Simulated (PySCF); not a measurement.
(2R)-but-3-ene-1,2-diamine (C₄H₁₀N₂), SMILES C=C[C@@H](N)CN. Atoms are numbered in the order given.

```xyz
16

C      2.2249     0.3621    -1.0228
C      1.0658     0.5445    -0.3840
C      0.1852    -0.5522     0.1622
N      0.0621    -0.5077     1.6242
C     -1.2282    -0.5378    -0.4636
N     -2.0812     0.5921    -0.1337
H      2.6156    -0.6435    -1.2141
H      2.8274     1.2021    -1.3796
H      0.7112     1.5696    -0.2055
H      0.6416    -1.5220    -0.1032
H     -0.3238     0.3978     1.8997
H      0.9891    -0.5464     2.0488
H     -1.7419    -1.4569    -0.1375
H     -1.1249    -0.5956    -1.5602
H     -1.6600     1.4817    -0.3968
H     -2.2871     0.6236     0.8636
```
Charge 0, spin multiplicity 1.

Geometry: B3LYP-D3(BJ)/def2-SVP. One conformer was computed; it need not be the lowest.

All values below come from M06-2X/def2-TZVP in PySCF.

ESP charges are fitted to the potential on shells at 1.4 to 2.0 van der Waals radii. Atomic charges (e):

```json
[
 {"atom": "C1", "ESP fit": "-0.59", "Löwdin": "-0.21"},
 {"atom": "C2", "ESP fit": "0.00", "Löwdin": "-0.21"},
 {"atom": "C3", "ESP fit": "[?]", "Löwdin": "-0.35"},
 {"atom": "N4", "ESP fit": "[?]", "Löwdin": "-0.15"},
 {"atom": "C5", "ESP fit": "[?]", "Löwdin": "-0.32"},
 {"atom": "N6", "ESP fit": "-0.98", "Löwdin": "-0.17"},
 {"atom": "H7", "ESP fit": "0.22", "Löwdin": "0.12"},
 {"atom": "H8", "ESP fit": "0.22", "Löwdin": "0.12"},
 {"atom": "H9", "ESP fit": "0.09", "Löwdin": "0.14"},
 {"atom": "H10", "ESP fit": "0.09", "Löwdin": "0.15"},
 {"atom": "H11", "ESP fit": "[?]", "Löwdin": "0.15"},
 {"atom": "H12", "ESP fit": "[?]", "Löwdin": "0.16"},
 {"atom": "H13", "ESP fit": "[?]", "Löwdin": "0.14"},
 {"atom": "H14", "ESP fit": "[?]", "Löwdin": "0.14"},
 {"atom": "H15", "ESP fit": "[?]", "Löwdin": "0.15"},
 {"atom": "H16", "ESP fit": "[?]", "Löwdin": "0.15"}
]
```

**Question.** Some entries are withheld; supply them. (The exact figures need the calculation; the answer reports its results.)

**Answer.** 
- C3, ESP fit: 0.05
- N4, ESP fit: -0.86
- C5, ESP fit: 0.30
- H11, ESP fit: 0.29
- H12, ESP fit: 0.37
- H13, ESP fit: 0.04
- H14, ESP fit: 0.01
- H15, ESP fit: 0.37
- H16, ESP fit: 0.38

**Question.** Give the Mayer and Wiberg (Löwdin basis) orders of the bonds. (An estimate is asked for; the answer gives what the named calculation found.)

**Answer.** 
| bond | Mayer | Wiberg |
|---|---|---|
| C1–C2 | 1.92 | 2.18 |
| C2–C3 | 0.99 | 1.18 |
| C3–N4 | 0.94 | 1.39 |
| C3–C5 | 0.93 | 1.16 |
| C5–N6 | 0.95 | 1.47 |
| C1–H7 | 0.98 | 0.89 |
| C1–H8 | 0.97 | 0.89 |
| C2–H9 | 0.92 | 0.82 |
| C3–H10 | 0.96 | 0.80 |
| N4–H11 | 0.92 | 0.94 |
| N4–H12 | 0.94 | 0.95 |
| C5–H13 | 0.98 | 0.86 |
| C5–H14 | 0.98 | 0.86 |
| N6–H15 | 0.93 | 0.96 |
| N6–H16 | 0.93 | 0.96 |
